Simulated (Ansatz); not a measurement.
Species: sum formula SiAsH4, charge 0, multiplicity 2. It need not be the lowest isomer of its formula. SMILES: [SiH3][AsH]
Geometry: optimised at B3LYP-D3(BJ)/def2-TZVP (Ansatz, a quantum-chemistry and plane-wave program).

Property: atomisation energy (electronic, to ground-state atoms), in kcal/mol. Cores are frozen in the correlated levels unless marked. Open shells are spin-unrestricted. Spin-orbit coupling is left out. Frozen are the shells of the preceding noble gas and the d and f shells that filled before the atom's block. Non-relativistic. FCI takes restricted orbitals. The coupled-cluster limit lacks core correlation, which all-electron functionals hold. CBS marks a two-point X^-3 extrapolation of the correlation energy; Hartree-Fock from the larger set. The bracket is a focal-point correction in the basis named.

| level | program | atomisation energy (kcal/mol) |
|---|---|---|
| BLYP-D3(BJ)/def2-TZVPD | Ansatz + dftd3 | 360.6 |
| PBE0/STO-3G | Ansatz | 498.1 |
| r2SCAN0-D4/def2-TZVPD | Ansatz + dftd4 | 358.1 |
| wB97M-V/def2-TZVPD | Ansatz | … |
| B2PLYP-D4/def2-TZVPD | Ansatz + dftd4 | … |
| SCS-MP2/def2-SVPD | Ansatz | 329.6 |
| FCI/STO-3G | Ansatz | 431.7 |
| RI-MP2/CBS(def2-TZVPPD,def2-QZVPPD)+[CCSD(T)-MP2]/def2-TZVPPD | Ansatz | … |

**Question.** Some entries are withheld; supply them.

**Answer.** 
- wB97M-V/def2-TZVPD, atomisation energy (kcal/mol): 359.8
- B2PLYP-D4/def2-TZVPD, atomisation energy (kcal/mol): 353.9
- RI-MP2/CBS(def2-TZVPPD,def2-QZVPPD)+[CCSD(T)-MP2]/def2-TZVPPD, atomisation energy (kcal/mol): 357.7
